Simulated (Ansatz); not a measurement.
Cost and result for the atomization energy of CH₅BFNO (`NBOCF`) (10 atoms, 9 bonds).

```xyz
10

N     0.157   -0.147   -1.983
B    -0.306    0.054   -0.687
O     0.609    0.056    0.344
C     0.179    0.131    1.645
F    -0.053   -1.133    2.135
H    -0.451   -0.145   -2.781
H     1.125   -0.322   -2.193
H    -1.469    0.242   -0.466
H    -0.761    0.688    1.733
H     0.970    0.576    2.252
```

The species carries charge 0 and has multiplicity 1. All single points use the PBE0-D4/def2-TZVP geometry. It is one conformer, not always the lowest. Program: Ansatz. All runs use 4 threads of an Arm Neoverse V2 on a shared host. Times are those of one run each, without the atoms' runs, and a repeat can differ threefold. Electronic energies, without spin–orbit coupling; frozen cores. CCSD(T)/CBS adds CCSD(T) − MP2 in def2-TZVPP to the MP2 limit, and its time is that of the two runs behind it. T1 = 0.012. B3LYP takes the VWN-RPA correlation (the form of Gaussian; ORCA's B3LYP/G).

CCSD(T)/CBS is a level of theory with its own doubt, some kJ/mol a heavy atom from the limit and from the frozen cores, so smaller differences don't rank the functionals.

```tsv
level	functions	wall time	atomization (kcal/mol)	difference from CCSD(T)/CBS	per bond
PBE-D4/def2-TZVPP (with forces)	225	1.6 s	971.4	28.0	3.1
PBE0-D4/def2-TZVPP	225	1.6 s	947.2	3.8	0.4
B3LYP-D4/def2-TZVPP (with forces)	225	2.4 s	948.2	4.8	0.5
r2SCAN-D4/def2-TZVPP (with forces)	225	3 s	947.5	4.1	0.5
B2PLYP/def2-TZVPP	225	3 s	938.9	-4.5	-0.5
ωB97X-V/def2-TZVPP	225	4.5 s	947.8	4.4	0.5
ωB97M-V/def2-TZVPP (with forces)	225	6.5 s	950.5	7.1	0.8
MP2/def2-QZVPP	435	13 s	955.7	12.3	1.4
CCSD(T)/def2-TZVPP	225	87 s	918.0	-25.4	-2.8
CCSD(T)/CBS(def2)	–	100 s	943.4	0.0	0.0
```

From PBE to PBE0 (25 % exact exchange), in def2-TZVPP and without D4, the atomization energy moves by −23.6 kcal/mol: exact exchange takes away binding that semilocal exchange gives to molecules. In def2-TZVPP, CCSD(T) changes the Hartree–Fock value by +240.6 kcal/mol (the triples alone add +14.5 kcal/mol) and MP2 by +263.3 kcal/mol; breaking electron pairs costs correlation energy, which Hartree–Fock lacks. The D4 term adds +5.1 kcal/mol with B3LYP and +2.7 kcal/mol with PBE0; it sums over pairs of atoms, weighted by their polarisabilities, and B3LYP, whose exchange is more repulsive, gets the larger term.
